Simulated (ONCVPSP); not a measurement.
PBE ONCV dataset for nickel, scalar-relativistic all-electron reference.

Ni (Z = 28), optimised norm-conserving Vanderbilt (ONCV), made with ONCVPSP 4.0.1 (PBE, scalar-relativistic). Core [Ne], reference 3s2 3p6 3d8 4s2. Waves: 3s+4s: rc 1.40 bohr, ncon 4, nbas 7, qcut 7.4 1/bohr, 2 projectors; 3p: rc 0.95 bohr, ncon 4, nbas 8, qcut 12.2 1/bohr, 2 projectors, debl 3 Ha; 3d: rc 1.50 bohr, ncon 4, nbas 9, qcut 11.2 1/bohr, 3 projectors, debl 1.1 Ha. Local part: polynomial inside 0.70 bohr (lpopt 3, dvloc0 0 Ha). Core correction: Teter function fitted to the true core (icmod 2), fcfact 0.2.

- Cutoffs needed: 47 Ha and 53 Ha (the cutoffs (Ha) at which the residual kinetic energy of the hardest occupied pseudo-wave falls to 1 and 0.1 mHa per electron)
- Ghost test: no bound ghost flagged; no localised positive-energy state flagged
- Largest excitation error: +43 meV (all-electron minus pseudo) for 3s2 3p6 3d9 4s0, out of 4 test configurations
- rms error of d²Exc/dni dnj: 3.77 mHa without and 1.30 mHa with the model core
